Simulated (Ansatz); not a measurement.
C₂H₆GaNSi (`N=C=[CH][GaH][SiH3]`) from Hartree–Fock to CCSD(T)

Cartesian coordinates in Å:
```
N 1.600 -2.066 0.191
C 1.682 -0.856 0.232
C 1.719 0.449 0.136
Ga 0.058 1.399 -0.163
Si -1.990 0.142 -0.308
H 1.455 -2.583 1.051
H 2.678 0.948 0.219
H 0.155 2.960 -0.303
H -3.087 0.816 0.441
H -2.424 0.030 -1.730
H -1.847 -1.238 0.234
```

Total charge 0; spin multiplicity 1. Correlated methods include outer-core shells of Ga, which these sets cover unevenly. Scalar relativity is left out up to krypton. The structure was optimised at the PBE0-D4/def2-TZVP level. It is one conformer, not always the lowest. Frozen core, restricted reference, Ansatz 0.2.0.

| basis | HF (Eh) | MP2 corr. |
| --- | --- | --- |
| def2-SVP | -2345.36770 | -0.73134 |
| def2-TZVPP | -2345.87258 | -0.86366 |
| def2-QZVPP | -2345.92726 | -1.15398 |

Task: Estimate the CCSD correlation energy and the (T) correction in each basis where they were run (hartree).

Result: 
```json
{"basis": "def2-SVP", "CCSD corr.": "-0.76817", "(T)": "-0.03003"}
{"basis": "def2-TZVPP", "CCSD corr.": "-0.89743", "(T)": "-0.04263"}
```
